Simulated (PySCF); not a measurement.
CH2BF3O (SMILES OBC(F)(F)F), singlet, at a GFN2-xTB geometry; HF/6-31G, TDHF (PySCF).

Input for PySCF:
```python
from pyscf import gto, scf, tdscf

mol = gto.M(
    atom='''
B    -0.46527285    0.76691455    0.96846317
C    -0.05345617   -0.37967231   -0.13021566
F    -1.08875824   -0.81295197   -0.87790493
F     0.50259937   -1.48052429    0.41526395
F     0.86570105    0.09034274   -1.01868338
H    -1.24438412    0.52056097    1.80005278
O     0.08143142    1.95078598    0.90684538
H     0.72415441    2.14481403    0.21608149
''',
    basis='6-31g',
    verbose=4,
)

mf = scf.RHF(mol)
mf.kernel()
td = mf.TDHF()
td.nstates = 5
td.kernel()
td.analyze()
```

Question: What does PySCF print? Leave out banner, timings and long lists.

Answer: 
```
PySCF version 2.14.0

[INPUT] verbose = 4
[INPUT] num. atoms = 8
[INPUT] num. electrons = 48
[INPUT] charge = 0
[INPUT] spin (= nelec alpha-beta = 2S) = 0
[INPUT] symmetry False subgroup None
[INPUT] Mole.unit = angstrom
[INPUT] Symbol           X                Y                Z      unit          X                Y                Z       unit  Magmom
[INPUT]  1 B     -0.465272850000   0.766914550000   0.968463170000 AA   -0.879238259696   1.449258460444   1.830130153028 Bohr   0.0
[INPUT]  2 C     -0.053456170000  -0.379672310000  -0.130215660000 AA   -0.101017520968  -0.717476682981  -0.246071934529 Bohr   0.0
[INPUT]  3 F     -1.088758240000  -0.812951970000  -0.877904930000 AA   -2.057454889463  -1.536256575726  -1.658999881105 Bohr   0.0
[INPUT]  4 F      0.502599370000  -1.480524290000   0.415263950000 AA    0.949775159679  -2.797785428866   0.784735134905 Bohr   0.0
[INPUT]  5 F      0.865701050000   0.090342740000  -1.018683380000 AA    1.635937890248   0.170723035943  -1.925032595846 Bohr   0.0
[INPUT]  6 H     -1.244384120000   0.520560970000   1.800052780000 AA   -2.351545180558   0.983717664438   3.401606763962 Bohr   0.0
[INPUT]  7 O      0.081431420000   1.950785980000   0.906845380000 AA    0.153883081734   3.686451229841   1.713689405527 Bohr   0.0
[INPUT]  8 H      0.724154410000   2.144814030000   0.216081490000 AA    1.368453506796   4.053111104825   0.408334836688 Bohr   0.0

nuclear repulsion = 244.619971945449
number of shells = 34
number of NR pGTOs = 140
number of NR cGTOs = 58
basis = 6-31g
ecp = {}

******** <class 'pyscf.scf.hf.RHF'> ********
method = RHF
initial guess = minao
damping factor = 0
level_shift factor = 0
DIIS = <class 'pyscf.scf.diis.CDIIS'>
diis_start_cycle = 1
diis_space = 8
diis_damp = 0
SCF conv_tol = 1e-09
SCF conv_tol_grad = None
SCF max_cycles = 50
direct_scf = True
direct_scf_tol = 1e-13
Set gradient conv threshold to 3.16228e-05
Initial guess from minao.
init E= -437.734009230581
  HOMO = -0.313439169712359  LUMO = 0.0405544976428454  gap/eV = 9.63266
cycle= 1 E= -436.588589548604  delta_E= 1.15  |g|= 0.899  |ddm|= 2.59
  HOMO = -0.51585274002965  LUMO = 0.0506914107147041  gap/eV = 15.41645
cycle= 2 E= -436.736261077628  delta_E= -0.148  |g|= 0.559  |ddm|= 1.13
  HOMO = -0.514689841819324  LUMO = 0.0849056356130053  gap/eV = 16.31582
cycle= 3 E= -436.792711340238  delta_E= -0.0565  |g|= 0.0603  |ddm|= 0.396
  HOMO = -0.502958619273228  LUMO = 0.0977774038070978  gap/eV = 16.34686
cycle= 4 E= -436.794204768294  delta_E= -0.00149  |g|= 0.0179  |ddm|= 0.095
  HOMO = -0.506632855464068  LUMO = 0.0963810867648949  gap/eV = 16.40885
cycle= 5 E= -436.794356585041  delta_E= -0.000152  |g|= 0.00653  |ddm|= 0.0336
  HOMO = -0.506428408150475  LUMO = 0.0964094167874743  gap/eV = 16.40405
cycle= 6 E= -436.794371720882  delta_E= -1.51e-05  |g|= 0.0022  |ddm|= 0.01
  HOMO = -0.506251847031705  LUMO = 0.0964807267703391  gap/eV = 16.40119
cycle= 7 E= -436.794373815119  delta_E= -2.09e-06  |g|= 0.000387  |ddm|= 0.00493
  HOMO = -0.506177159752974  LUMO = 0.0965813169699992  gap/eV = 16.40189
cycle= 8 E= -436.794373901205  delta_E= -8.61e-08  |g|= 7.34e-05  |ddm|= 0.00101
  HOMO = -0.506180848904679  LUMO = 0.0965624057517522  gap/eV = 16.40148
cycle= 9 E= -436.794373904538  delta_E= -3.33e-09  |g|= 1.68e-05  |ddm|= 0.000172
  HOMO = -0.50617741344301  LUMO = 0.0965664654401386  gap/eV = 16.40150
cycle= 10 E= -436.794373904677  delta_E= -1.39e-10  |g|= 5.79e-06  |ddm|= 3.12e-05
  HOMO = -0.506178032333752  LUMO = 0.0965658969979319  gap/eV = 16.40150
Extra cycle  E= -436.794373904686  delta_E= -8.75e-12  |g|= 3.19e-06  |ddm|= 7.34e-06
converged SCF energy = -436.794373904686

******** <class 'pyscf.tdscf.rhf.TDHF'> for <class 'pyscf.scf.hf.RHF'> ********
nstates = 5 singlet
deg_eia_thresh = 1.000e-03
wfnsym = None
conv_tol = 1e-05
eigh lindep = 1e-12
eigh level_shift = 0
eigh max_cycle = 100

Excitation energies (eV)
[ 7.88812017 10.71359891 11.06848886 11.65951538 12.00695129]

** Singlet excitation energies and oscillator strengths **
Excited State   1:      7.88812 eV    157.18 nm  f=0.0009
      24 -> 25       -0.69506
Excited State   2:     10.71360 eV    115.73 nm  f=0.0246
      18 -> 25       -0.13256
      21 -> 25        0.37428
      22 -> 25        0.55918
Excited State   3:     11.06849 eV    112.02 nm  f=0.1337
      21 -> 26       -0.11046
      23 -> 25       -0.63359
      24 -> 26       -0.23030
Excited State   4:     11.65952 eV    106.34 nm  f=0.0179
      21 -> 26        0.20808
      23 -> 25       -0.26814
      24 -> 26        0.57724
      24 -> 27        0.12647
Excited State   5:     12.00695 eV    103.26 nm  f=0.0002
      21 -> 25        0.26274
      22 -> 25       -0.14982
      23 -> 26        0.60887

** Transition electric dipole moments (AU) **
state          X           Y           Z        Dip. S.      Osc.
  1         0.0514     -0.0215      0.0417      0.0048      0.0009
  2         0.2258     -0.0947      0.1835      0.0937      0.0246
  3         0.3257      0.6165     -0.0826      0.4930      0.1337
  4         0.0701      0.2373      0.0362      0.0625      0.0179
  5        -0.0195      0.0082     -0.0159      0.0007      0.0002

** Transition velocity dipole moments (imaginary part, AU) **
state          X           Y           Z        Dip. S.      Osc.
  1         0.0204     -0.0085      0.0165      0.0008      0.0017
  2         0.0713     -0.0299      0.0580      0.0093      0.0158
  3         0.1101      0.1767     -0.0443      0.0453      0.0742
  4        -0.0010      0.0893      0.0473      0.0102      0.0159
  5         0.0287     -0.0120      0.0233      0.0015      0.0023

** Transition magnetic dipole moments (imaginary part, AU) **
state          X           Y           Z
  1        -0.5204     -0.9093      0.1710
  2         0.2473     -0.8749     -0.7560
  3         0.6987     -0.2931      0.5678
  4        -0.5939      0.2491     -0.4826
  5        -0.1137      0.2859      0.2875
```
